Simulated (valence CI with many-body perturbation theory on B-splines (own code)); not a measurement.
# Sn17+: calculated level list

Method: configuration interaction combined with many-body perturbation theory (CI+MBPT): five valence electrons over a frozen Dirac-Fock core [Ar] 3d10, radial functions for each j: 11 s, 11 p, 10 d, 8 f, 5 g, 2 h, with the one-electron correlation potential Σ1, the two-electron term Σ2, the three-electron term Σ3, Breit, model QED; selected CI, second order for the rest, scaled by the run's own slope (own B-spline code, finite nucleus).

No measured levels were compared; by estimate levels hold to about 250 cm⁻¹ or 0.2 % of their energy and the worst to 1 %, as in measured heavy ions of charge 2 to 7; those with d or f electrons hold less well. Among the levels kept, up to 2100 cm⁻¹ of a level comes from second order outside the variational space, and about a tenth of that is noise between levels of different J, which matters for small intervals.

Levels 91 to 135 of 168, with energies above the lowest level, 4s²4p³ ⁴S°_3/2. "Leading %" is the weight of the configuration and term that name the level; weights of strongly mixed levels are sums over their largest components and can fall short. Lifetimes count E1, E2, E3, M1 and M2 decay at the calculated energies, and are blank where another channel may lead or the interval is too uncertain; long ones can be off by a factor of two.

```csv
No.,Configuration,Term,J,E (cm⁻¹),Leading %,Lifetime,Second component
91,4s4p³4d,²P°,3/2,1170600,36,5.67 ps,16 % 4s4p³4d ⁴P°
92,4s4p³4d,²F°,5/2,1173200,44,13.9 ps,16 % 4s4p³4d ⁴D°
93,4s4p³4d,⁴P°,1/2,1178200,43,4.29 ps,21 % 4s4p³4d ²P°
94,4s4p³4d,⁴D°,3/2,1184300,59,4.07 ps,8 % 4s4p³4d ²D°
95,4s4p³4d,⁴D°,1/2,1187600,64,3.81 ps,12 % 4s4p³4d ²P°
96,4s4p³4d,²G°,9/2,1187700,51,38.5 ps,27 % 4s4p³4d ⁴F°
97,4s4p³4d,²D°,5/2,1193300,29,16.3 ps,23 % 4s4p³4d ⁴D°
98,4s4p³4d,²P°,1/2,1202100,56,6.16 ps,20 % 4s4p³4d ⁴D°
99,4s4p³4d,²D°,3/2,1202500,54,8.48 ps,18 % 4s4p³4d ²P°
100,4s4p³4d,²F°,5/2,1205100,32,6.47 ps,15 % 4s²4p4d² ⁴G°
101,4s4p³4d,²D°,5/2,1214400,32,5.44 ps,14 % 4s²4p4d² ⁴G°
102,4s4p³4d,²F°,7/2,1216700,52,36.7 ps,10 % 4s4p³4d ⁴D°
103,4s4p³4d,²F°,5/2,1228300,30,8.61 ps,23 % 4s²4p4d² ⁴G°
104,4s4p³4d,²D°,3/2,1229900,44,4.27 ps,7 % 4s²4p4d² ²D°
105,4s4p³4d,²D°,5/2,1239100,25,3.99 ps,22 % 4s4p³4d ²F°
106,4s²4p4d²,⁴G°,7/2,1241400,51,35.4 ps,19 % 4s²4p²4f ⁴G°
107,4s4p³4d,²S°,1/2,1243000,51,3.77 ps,17 % 4s²4p4d² ²S°
108,4s4p³4d,²P°,3/2,1244800,56,3.19 ps,14 % 4s²4p4d² ²P°
109,4s4p³4d,²F°,7/2,1249400,60,2.88 ps,6 % 4s²4p²4f ²F°
110,4s4p³4d,²P°,3/2,1251900,55,9.21 ps,9 % 4s4p³4d ²D°
111,4s4p³4d,²F°,7/2,1259400,35,16.2 ps,11 % 4s²4p²4f ⁴D°
112,4s²4p4d²,⁴G°,5/2,1266300,15,8.33 ps,9 % 4s²4p4d² ²D°
113,4s²4p4d²,⁴G°,7/2,1269600,15,9.26 ps,14 % 4s4p³4d ²F°
114,4s²4p4d²,⁴G°,9/2,1269800,50,31.4 ps,13 % 4s²4p²4f ⁴G°
115,4s4p³4d,²D°,5/2,1277000,52,11.9 ps,10 % 4s4p³4d ⁴D°
116,4s²4p4d²,⁴D°,3/2,1281100,12,6.61 ps,12 % 4s4p³4d ²P°
117,4s²4p4d²,²H°,9/2,1282900,37,71.2 ps,18 % 4s²4p4d² ⁴G°
118,4s4p³4d,²P°,1/2,1283500,44,3.59 ps,11 % 4s4p³4d ⁴D°
119,4s4p³4d,²P°,3/2,1286900,16,4.64 ps,12 % 4s²4p4d² ⁴D°
120,4s²4p²4f,⁴G°,5/2,1288900,14,4.00 ps,12 % 4s²4p²4f ²D°
121,4s²4p4d²,⁴D°,1/2,1289300,76,6.69 ps,7 % 4s²4p4d² ²P°
122,4s²4p4d²,⁴D°,7/2,1294300,18,14.7 ps,12 % 4s²4p²4f ⁴D°
123,4s4p³4d,²D°,5/2,1297600,21,3.73 ps,21 % 4s²4p²4f ⁴G°
124,4s²4p4d²,⁴G°,11/2,1304100,41,294 ps,28 % 4s²4p²4f ⁴G°
125,4s²4p4d²,⁴P°,1/2,1306800,47,4.35 ps,12 % 4s²4p4d² ²S°
126,4s²4p4d²,⁴D°,5/2,1309600,28,6.62 ps,20 % 4s²4p4d² ²F°
127,4s²4p4d²,⁴F°,3/2,1311700,30,3.89 ps,29 % 4s²4p4d² ⁴D°
128,4s4p³4d,²P°,1/2,1317900,33,3.68 ps,14 % 4s²4p4d² ⁴P°
129,4s²4p4d²,²D°,3/2,1318200,27,5.63 ps,17 % 4s²4p4d² ⁴D°
130,4s²4p²4f,⁴G°,7/2,1325000,25,5.70 ps,22 % 4s²4p²4f ⁴F°
131,4s²4p4d²,⁴D°,5/2,1326600,28,4.37 ps,15 % 4s²4p4d² ⁴P°
132,4s²4p²4f,⁴G°,9/2,1327500,30,6.19 ps,16 % 4s²4p²4f ⁴F°
133,4s²4p²4f,²D°,3/2,1329400,17,3.70 ps,12 % 4s²4p²4f ⁴F°
134,4s²4p²4f,²F°,7/2,1331000,12,7.05 ps,10 % 4s²4p²4f ⁴D°
135,4s²4p4d²,⁴P°,3/2,1334700,60,4.62 ps,7 % 4s²4p4d² ⁴S°
```

Names give the largest LS component (configuration and term), which can be under half, so a name can repeat, a term be missing and a line seem to break the LS rules; names also repeat where a configuration has a term twice.

Where two levels of one J and parity lie close, their mixing, g and order are uncertain.
